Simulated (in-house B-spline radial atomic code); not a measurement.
**The chromium ion Cr⁴⁺: [Ar] 3d2**

All numbers are computed (non-relativistic TPSSh, spin-polarised, spherical fractional occupations, exact exchange averaged over the configuration; point nucleus) with an all-electron radial atomic-structure program (B-spline basis), not measured.

Z_r = [3n² - l(l+1)]/(2<r>); Z_e = n√(-2ε); the last column is Slater's effective charge. Values are occupation-weighted means over spin.

```tsv
shell	electrons	ε (eV)	<r> (bohr)	Z_r	Z_e	Slater
1s	2	-5923.8	0.06415	23.38	20.87	23.70
2s	2	-729.31	0.2954	20.31	14.64	19.85
2p	6	-627.64	0.2608	19.17	13.58	19.85
3s	2	-134.12	0.882	15.31	9.42	12.75
3p	6	-104.8	0.9199	13.59	8.33	12.75
3d	2	-60.349	1.011	10.39	6.32	5.65
```

The least bound orbital is 3d up at -60.35 eV, and it is also the most diffuse (<r> = 1.011 bohr).
